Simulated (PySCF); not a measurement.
# Which is lower?

Two relaxed structures of LiInH₂, closed shell (PBE0-D4/def2-TZVP; forces vanish, vibrations not checked).

A:

Li1  (-1.972, 0.984, -1.249)
In2  (0.108, -0.053, 0.067)
H3  (0.533, -1.766, 0.211)
H4  (1.347, 0.829, 0.975)
(Å)

B:

Li1  (-2.222, -0.006, -1.393)
In2  (-0.065, 0.536, -0.112)
H3  (-1.704, 1.542, -0.886)
H4  (0.760, 1.968, 0.550)
(Å)

Program: PySCF 2.14 with density fitting (its default auxiliary sets; JK sets also for MP2 and CCSD(T)). Basis: def2-TZVPP. Cores are frozen in the correlated methods. Filled d shells of the heavier atoms are correlated. Core potentials replace the inner electrons of the atoms past krypton. The outer core shell of Li, Na, Mg and K is correlated. The def2 sets are not built for correlating such inner shells, so the correlated values are less sure here. B3LYP uses VWN-RPA correlation.

Question: Which structure is lower at CCSD(T), and by how much? (Judge from chemistry; the value comes from the calculation.)

Answer: The calculation gives: B, by 0.079 eV (electronic energy, against the other). By their contacts, A is LiInH₂ ([Li][InH2]) and B is LiInH₂ ([H]1[Li][InH]1).

Question: Do the other methods give the same order? (A judgement: the text doesn't fix the answer.)

Answer: The calculation gives: Not all: HF gives the other order.

| method | E(B) − E(A) (eV) |
| --- | --- |
| PBE-D4 | -0.180 |
| r2SCAN-D4 | -0.138 |
| PBE0-D4 | -0.112 |
| B3LYP-D4 | -0.199 |
| wB97M-V | -0.062 |
| HF | 0.021 |
| MP2 | -0.083 |
| CCSD | -0.072 |
| CCSD(T) | -0.079 |

No T1 diagnostic of these runs exceeds 0.018. The restricted Hartree–Fock reference is unstable towards an unrestricted one at one or more of these structures.

Labels in which every atom is bracketed show which atoms are joined, not bond orders.

For scale, one of the runs: CCSD(T)/def2-TZVPP, 97 basis functions, launched by `OMP_NUM_THREADS=2 python run.py`. The run took about 43 s on 2 CPU threads of an AMD EPYC 7B13 (shared host).
